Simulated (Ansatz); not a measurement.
Consider the ligand exchange at the Si–N bond: `[SiH3]/N=C/Cl` + `N=C(O)[SiH3]` → `N=C([SiH3])O[SiH3]` + `N=CCl`.

Gas-phase electronic energies from Ansatz, PBE0-D4/def2-TZVP geometries. CCSD(T)/CBS adds triple-zeta CCSD(T) − MP2 to the extrapolated MP2 energy (def2 sets, frozen cores). This one scheme is used for every species. Functionals use def2-TZVPP. Each species was taken in one conformer, which may not be the lowest.

```
        level  ΔE (kJ/mol)
    r2SCAN-D4        -31.4
MP2/CBS(def2)        -35.2
```

(1) What does CCSD(T)/CBS give? (Best estimate.)

Largest T1 diagnostic among the species: 0.014.

Results:

(1) Ansatz gave: -37.8 kJ/mol. The listed levels differ from it by 6.4, 2.6 kJ/mol.

The D4 term adds −3.6 kJ/mol with B3LYP and −2.0 kJ/mol with PBE0; it sums over pairs of atoms, weighted by their polarisabilities, and B3LYP, whose exchange is more repulsive, gets the larger term. From PBE to PBE0 (25 % exact exchange), in def2-TZVPP and without D4, ΔE moves by −3.3 kJ/mol.

B3LYP here is the variant with VWN-RPA as its local correlation; programs differ in this.
